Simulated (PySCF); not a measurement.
FSn (SMILES [F][Sn+]), charge +1, singlet, geometry from GFN2-xTB (such geometries of metal compounds can be far from the true shape) (all electrons, no relativity); B3LYP/STO-3G run with PySCF.

PySCF was given this input:
```python
from pyscf import gto, scf, dft

mol = gto.M(
    atom='''
Sn   -0.000000   -0.000000   -0.312453
F     0.000000    0.000000    1.735848
''',
    basis='sto-3g',
    charge=1,
    spin=0,
    verbose=4,
)

mf = dft.RKS(mol)
mf.xc = 'b3lyp'
mf.level_shift = 0.5
mf.max_cycle = 100
mf.kernel()
mf.analyze()
```

**Question.** What does PySCF print? Leave out banner, timings and long lists.

**Answer.** 
```
PySCF version 2.14.0

[INPUT] verbose = 4
[INPUT] num. atoms = 2
[INPUT] num. electrons = 58
[INPUT] charge = 1
[INPUT] spin (= nelec alpha-beta = 2S) = 0
[INPUT] symmetry False subgroup None
[INPUT] Mole.unit = angstrom
[INPUT] Symbol           X                Y                Z      unit          X                Y                Z       unit  Magmom
[...]
nuclear repulsion = 116.257202878874
number of shells = 14
number of NR pGTOs = 96
number of NR cGTOs = 32
basis = sto-3g
ecp = {}

******** <class 'pyscf.dft.rks.RKS'> ********
method = RKS
initial guess = minao
damping factor = 0
level_shift factor = 0.5
DIIS = <class 'pyscf.scf.diis.CDIIS'>
diis_start_cycle = 1
diis_space = 8
diis_damp = 0
SCF conv_tol = 1e-09
SCF conv_tol_grad = None
SCF max_cycles = 100
direct_scf = True
direct_scf_tol = 1e-13
XC library pyscf.dft.libxc version 7.1.2
    S. Lehtola, C. Steigemann, M. J. T. Oliveira, and M. A. L. Marques,  SoftwareX 7, 1–5 (2018)
XC functionals = b3lyp
    P. J. Stephens, F. J. Devlin, C. F. Chabalowski, and M. J. Frisch,  J. Phys. Chem. 98, 11623 (1994)
radial grids:
    Treutler-Ahlrichs [JCP 102, 346 (1995); DOI:10.1063/1.469408] (M4) radial grids

becke partition: Becke, JCP 88, 2547 (1988); DOI:10.1063/1.454033
pruning grids: <function nwchem_prune>
grids dens level: 3
symmetrized grids: False
atomic radii adjust function: <function treutler_atomic_radii_adjust>
small_rho_cutoff = 0
Set gradient conv threshold to 3.16228e-05
Initial guess from minao.
tot grids = 36224
init E= -6047.08656186256
[...]
cycle= 1 E= -6063.35080204276  delta_E= -16.3  |g|= 0.463  |ddm|= 1.67
[...]
cycle= 2 E= -6063.42521309246  delta_E= -0.0744  |g|= 0.417  |ddm|= 1.29
[...]
cycle= 3 E= -6063.44214989254  delta_E= -0.0169  |g|= 0.335  |ddm|= 0.102
[...]
cycle= 4 E= -6063.45856591054  delta_E= -0.0164  |g|= 0.242  |ddm|= 0.0955
[...]
cycle= 5 E= -6063.47378334545  delta_E= -0.0152  |g|= 0.116  |ddm|= 0.142
[...]
cycle= 6 E= -6063.47732392949  delta_E= -0.00354  |g|= 0.064  |ddm|= 0.0657
[...]
cycle= 7 E= -6063.47821554068  delta_E= -0.000892  |g|= 0.044  |ddm|= 0.0295
[...]
cycle= 8 E= -6063.4787026186  delta_E= -0.000487  |g|= 0.0279  |ddm|= 0.024
[...]
cycle= 9 E= -6063.47890839834  delta_E= -0.000206  |g|= 0.0177  |ddm|= 0.0162
[...]
cycle= 10 E= -6063.4789816558  delta_E= -7.33e-05  |g|= 0.0125  |ddm|= 0.00964
[...]
cycle= 11 E= -6063.4790201847  delta_E= -3.85e-05  |g|= 0.00863  |ddm|= 0.007
[...]
cycle= 12 E= -6063.47903853898  delta_E= -1.84e-05  |g|= 0.00595  |ddm|= 0.00487
[...]
cycle= 13 E= -6063.47904721469  delta_E= -8.68e-06  |g|= 0.00413  |ddm|= 0.00337
[...]
cycle= 14 E= -6063.47905128135  delta_E= -4.07e-06  |g|= 0.00294  |ddm|= 0.0023
[...]
cycle= 15 E= -6063.47905334361  delta_E= -2.06e-06  |g|= 0.00208  |ddm|= 0.00163
[...]
cycle= 16 E= -6063.47905436133  delta_E= -1.02e-06  |g|= 0.00148  |ddm|= 0.00114
[...]
cycle= 17 E= -6063.47905487526  delta_E= -5.14e-07  |g|= 0.00105  |ddm|= 0.000807
[...]
cycle= 18 E= -6063.47905513404  delta_E= -2.59e-07  |g|= 0.000742  |ddm|= 0.00057
[...]
cycle= 19 E= -6063.47905526373  delta_E= -1.3e-07  |g|= 0.000526  |ddm|= 0.000403
[...]
cycle= 20 E= -6063.47905532878  delta_E= -6.51e-08  |g|= 0.000372  |ddm|= 0.000284
[...]
cycle= 21 E= -6063.47905536141  delta_E= -3.26e-08  |g|= 0.000264  |ddm|= 0.000201
[...]
cycle= 22 E= -6063.47905537777  delta_E= -1.64e-08  |g|= 0.000187  |ddm|= 0.000142
[...]
cycle= 23 E= -6063.47905538596  delta_E= -8.19e-09  |g|= 0.000132  |ddm|= 0.0001
[...]
cycle= 24 E= -6063.47905539006  delta_E= -4.1e-09  |g|= 9.37e-05  |ddm|= 7.1e-05
[...]
cycle= 25 E= -6063.47905539212  delta_E= -2.06e-09  |g|= 6.63e-05  |ddm|= 5.02e-05
[...]
cycle= 26 E= -6063.47905539315  delta_E= -1.03e-09  |g|= 4.7e-05  |ddm|= 3.55e-05
[...]
cycle= 27 E= -6063.47905539368  delta_E= -5.25e-10  |g|= 3.32e-05  |ddm|= 2.51e-05
[...]
cycle= 28 E= -6063.47905539393  delta_E= -2.56e-10  |g|= 2.35e-05  |ddm|= 1.78e-05
[...]
Extra cycle  E= -6063.47905539106  delta_E= 2.87e-09  |g|= 8.81e-05  |ddm|= 0.000159
converged SCF energy = -6063.47905539106
**** SCF Summaries ****
Total Energy =                       -6063.479055391062502
Nuclear Repulsion Energy =             116.257202878873755
One-electron Energy =                -8600.252915181898061
Two-electron Energy =                 2420.516656911961945
Two-electron Coulomb Energy =         2592.230089396847234
DFT Exchange-Correlation Energy =     -171.713432484885089
HOMO-LUMO gap [eV] =                     5.212836304560195
**** MO energy ****
[...]
 ** Mulliken pop on meta-lowdin orthogonal AOs  **
 ** Mulliken pop  **
[...]
 ** Mulliken atomic charges  **
charge of    0Sn =      1.03374
charge of    1F =     -0.03374

WARN: System has nonzero charge 1; the dipole moment is origin-dependent.
Location of origin: [0. 0. 0.]

Dipole moment(X, Y, Z, Debye): -0.00000, -0.00000, -0.82227
```
